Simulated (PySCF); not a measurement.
Isomers of C6H12O2Si, from PBE0-D3(BJ)/def2-SVP geometry optimisation, gas phase in PySCF 2.14.0. One conformer each, no zero-point energy, no frequencies.

Question: Which is lower in electronic energy at this level?
A. `[CH2:1]=[CH:2][CH2:3][Si@@:4]([CH3:5])([OH:6])[O:7][CH:8]=[CH2:9]` with C1–C2–C3–Si4 105°, C2–C3–Si4–C5 -63°, C3–Si4–O6–H 170°, C3–Si4–O7–C8 67°, Si4–O7–C8–C9 -5°: A = 1905, B = 915.1, C = 786.8 MHz, dipole 1.28 D
B. `[CH3:1][C:2](=[O:3])[C@@H:4]1[CH2:5][O:6][CH2:7][CH2:8][SiH2:9]1` with C1–C2–C4–C5 -159°, C2–C4–C5–O6 180°, C4–C5–O6–C7 75°, C5–O6–C7–C8 -73°, O6–C7–C8–Si9 55°: A = 2417, B = 975.3, C = 784.4 MHz, dipole 2.80 D

Answer: A. That is `C=CC[Si@@](C)(O)OC=C`, 32.5 kcal/mol below the other.

| SMILES | mapped SMILES | E (Eh) | relative (kcal/mol) | relative (kJ/mol) | dipole (D) |
| --- | --- | --- | --- | --- | --- |
| C=CC[Si@@](C)(O)OC=C | [CH2:1]=[CH:2][CH2:3][Si@@:4]([CH3:5])([OH:6])[O:7][CH:8]=[CH2:9] | -674.93270 | 0.0 | 0.0 | 1.28 |
| CC(=O)[C@@H]1COCC[SiH2]1 | [CH3:1][C:2](=[O:3])[C@@H:4]1[CH2:5][O:6][CH2:7][CH2:8][SiH2:9]1 | -674.88084 | 32.5 | 136.2 | 2.80 |

As drawn, the lower has an O–H bond, an Si–O bond and a C=C bond outside aromatic rings, which the higher lacks; the higher has a C=O bond, which the lower lacks.
